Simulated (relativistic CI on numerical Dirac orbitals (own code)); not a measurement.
**Hyperfine structure of Zn III, mass number 67**

Computed by Dirac-Coulomb-Breit CI, KLI orbitals optimised for each configuration, a model potential for QED, valence Slater integrals scaled by 0.85, P86 correlation energy added to each configuration (own radial code, finite nucleus).

Configurations in the expansion (outside the closed core [Ar]): 3d¹⁰, 3d⁹4s, 3d⁹4p, 3d⁸4s², 3d⁹5s, 3d⁹4d, 3d⁹5p, 3d⁸4s4p, 3d⁹4f, 3d⁹5d, 3d⁹5f, 3d⁹5g, 3d⁸4p², 3d⁸4s5s. Levels of other configurations are missing.

Nuclear spin I = 5/2, μ = 0.87485 μN, Q = 0.122 b (tables of Stone and Pyykkö). The electronic factors are computed for point nuclear moments, without core polarisation; leaving it out makes A of s and p electrons in near-neutral atoms 20 to 40 % too small, and it can dominate for d and f shells.

```
     Level  E (cm⁻¹)  A (MHz)  B (MHz)
 3d⁹4s ³D3   71483.6    749.7     -167
 3d⁹4s ³D2   72660.6    146.4    -92.3
 3d⁹4s ³D1   74167.1   -143.4    -59.8
 3d⁹4s ¹D2   77000.2    817.8     -161
3d⁹4p ³P°2  129646.7    165.2    -63.1
3d⁹4p ³P°1  131723.2    301.1     16.4
3d⁹4p ³F°3  132424.8    302.7     -107
3d⁹4p ³F°4  132883.2    191.6    -89.7
```

Levels with J = 0, under 50 % of one LS term, or S terms without an open s electron are left out. Small factors come from cancelling terms and can be off by tens of per cent or more.

Correlation outside the listed configurations is missing or only estimated: errors of thousands of cm⁻¹ between configurations and terms are usual at this charge. Rates and lifetimes follow the computed energies and can be off by large factors. The fine structure of a lone outer electron comes out too small, for d and f at times inverted, and misplaced configurations move strength between like terms. 44 of the 56 excited levels that our extract of the measured tables holds in this range could be paired (the sources list more); they are missed by 10549 cm⁻¹ on average and 13960 at most, and levels without a partner can miss by more.

Q: Give the hyperfine levels of 3d⁹4s ³D3 relative to its centre of gravity.

A: With K = F(F + 1) − I(I + 1) − J(J + 1), E = AK/2 + B[¾K(K + 1) − I(I + 1)J(J + 1)]/[2I(2I − 1)J(2J − 1)]: F = 1/2: -7597, F = 3/2: -6428, F = 5/2: -4495, F = 7/2: -1824, F = 9/2: 1550, F = 11/2: 5581 MHz.

LS names give the leading component of a level, which can be under half, so a name can repeat, a term be missing and a line seem to break the LS rules.
